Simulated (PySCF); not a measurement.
Field gradients at the hydrogen positions

Species: C₄H₅F₄NS.
Structure used (GFN2-xTB), in Å, numbered top down from 1:
```
atom  x, y, z in Å
N1     1.7157   -0.7175   -0.4118
C2     0.8991   -0.7177    0.6462
S3     1.2913   -1.4236    2.0677
C4    -0.4324   -0.0007    0.5015
C5    -0.2529    1.5167    0.3567
F6     0.5001    1.8209   -0.7452
C7    -1.2603   -0.5686   -0.6535
F8    -2.4656    0.0165   -0.7151
F9    -1.4743   -1.8800   -0.5086
F10   -0.6960   -0.4064   -1.8571
H11    2.6147   -1.1617   -0.3139
H12    1.5112   -0.2169   -1.2626
H13   -1.0142   -0.1823    1.4112
H14   -1.2190    2.0164    0.2359
H15    0.2781    1.9131    1.2267
```

Level: PBE0/pcSseg-1 (PySCF, non-relativistic); Q(2H) = 0.00286 b; rigid geometry, the same for H and D, with no vibrational averaging.

Task: Rank these positions by the coupling χzz of a deuteron there, largest first.
A. H12 (N–H hydrogen)
B. H15 (methylene hydrogen)
C. H11 (N–H hydrogen)

Result: C (271 kHz), A (266 kHz), B (192 kHz).

Task: What are Vzz, η and χzz (234.96 MHz × Q × Vzz) at all hydrogens?

Result: 
```tsv
atom	bonded to	bond length (Å)	Vzz (au)	η	χzz (kHz)
H11	N1	1.007	0.4030	0.16	271
H12	N1	1.008	0.3962	0.20	266
H13	C4	1.095	0.2822	0.02	190
H14	C5	1.094	0.2844	0.07	191
H15	C5	1.094	0.2855	0.07	192
```

Task: Average by the element that carries the hydrogen.

Result: on N: 269 kHz over 2 positions, mean bond length 1.008 Å; on C: 191 kHz over 3 positions, mean bond length 1.094 Å.

Task: Give the 2H NMR doublet splittings at H13 for a magnetic field along the z, y and x axes of the gradient: 3χ/2, 3χ(1 + η)/4, 3χ(1 − η)/4.

Result: With |χ| = 189.7 kHz and η = 0.020: 285, 145 and 139 kHz, to first order and without motion.

The structure is a single GFN2-xTB conformer in the gas phase; no vibrational or solvent corrections. GFN2-xTB bond lengths can be off by several hundredths of an ångström, more for odd bonds, and the gradients follow them. These gradients aren't converged with respect to the basis.
